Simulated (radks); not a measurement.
Values are calculated unless marked as measured or tabulated.
Task: Spin polarisation of the 6s1 shell in the barium ion Ba+. Start: [Xe] 6s(up 0.5, down 0.5); electrons of 6s are moved from spin down to spin up, other shells keep equal spins. Code: a radial shooting solver on a logarithmic mesh with Libxc functionals. Model: scalar-relativistic Kohn-Sham, PBEsol, spin-polarised, spherical densities, finite nucleus; Fermi nuclear charge, rms radius of each element as measured or else 0.836 A^(1/3) + 0.57 fm. Estimate the energy gained and the exchange splitting at a moment of 0.75 Bohr magnetons.

Result: At moment 0.75 the spin-polarisation energy is -0.112 eV and the 6s exchange splitting 0.577 eV, that is 0.769 eV per Bohr magneton; E = -I m^2/4 would give I = 0.794 eV.
